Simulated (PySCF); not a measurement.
Numbering as in the mapped SMILES `[CH3:1][C@H:2]1[CH2:3][CH2:4][SiH2:5]/[C:6](=[CH:7]\[Cl:8])[CH2:9]1`; H(Xn) means a hydrogen on atom n. Ha(C3), Ha(C4), Ha(Si5), Ha(C9) are cis to C1 on the ring; Hb(C3), Hb(C4), Hb(Si5), Hb(C9) are trans to C1 on the ring.

No relativistic terms, in vacuum, one conformer, one averaged value for each set of equivalent atoms. PBE0/pcSseg-1 with gauge-including orbitals; geometry from GFN2-xTB; PySCF 2.14.0 with density-fitted response routines.

Scale: ¹³C and ¹H and ²⁹Si vs TMS; ³⁵Cl against HCl (reference shieldings calculated alike).

| atoms | nucleus | count | δ (ppm) |
| --- | --- | --- | --- |
| C2 | ¹³C | 1 | ? |
| Cl8 | ³⁵Cl | 1 | 230 |
| Ha(C9) | ¹H | 1 | ? |
| Si5 | ²⁹Si | 1 | ? |
| H(C2) | ¹H | 1 | 1.10 |
| Hb(C9) | ¹H | 1 | ? |
| C6 | ¹³C | 1 | 147.1 |
| H(C7) | ¹H | 1 | ? |
| Hb(Si5) | ¹H | 1 | 4.80 |
| C9 | ¹³C | 1 | 49.4 |
| Hb(C3) | ¹H | 1 | ? |
| C3 | ¹³C | 1 | 37.8 |
| Ha(Si5) | ¹H | 1 | 4.28 |
| Ha(C3) | ¹H | 1 | 1.20 |
| C1 | ¹³C | 1 | 25.9 |
| Hb(C4) | ¹H | 1 | 0.84 |
| Ha(C4) | ¹H | 1 | 1.05 |
| C4 | ¹³C | 1 | 11.7 |
| H(C1) | ¹H | 3 | 1.01 |
| C7 | ¹³C | 1 | 137.0 |

Task: Complete the table.

Result: 
- C2: 40.6 ppm, sp3 CH in a ring; aliphatic region, no heteroatom directly attached
- H(C7): 6.53 ppm, hydrogen on an alkene CH; a vinylic proton, deshielded by the sp2 carbon and the C=C anisotropy
- Hb(C9): 2.29 ppm, hydrogen on an allylic sp3 CH2; allylic position
- Hb(C3): 2.03 ppm, hydrogen on an sp3 CH2 in a ring
- Ha(C9): 2.02 ppm, hydrogen on an allylic sp3 CH2; allylic position
- Si5: -61.4 ppm, silicon bonded to 2 C, 2 H, in a 6-membered ring

Carbons that carry Cl, above all several Cl atoms, come out too deshielded, partly because spin–orbit coupling is missing. Shifts are as computed. Against solution values, carbons near 30 ppm lie about +3 ppm off and those near 130 ppm about +5 ppm; carbons on Cl a further +6 ppm. Of 1211 compounds with measured shifts, 218 miss one by over three times the rms of a fit or turn the order of signals round; such compounds aren't used in these exercises.
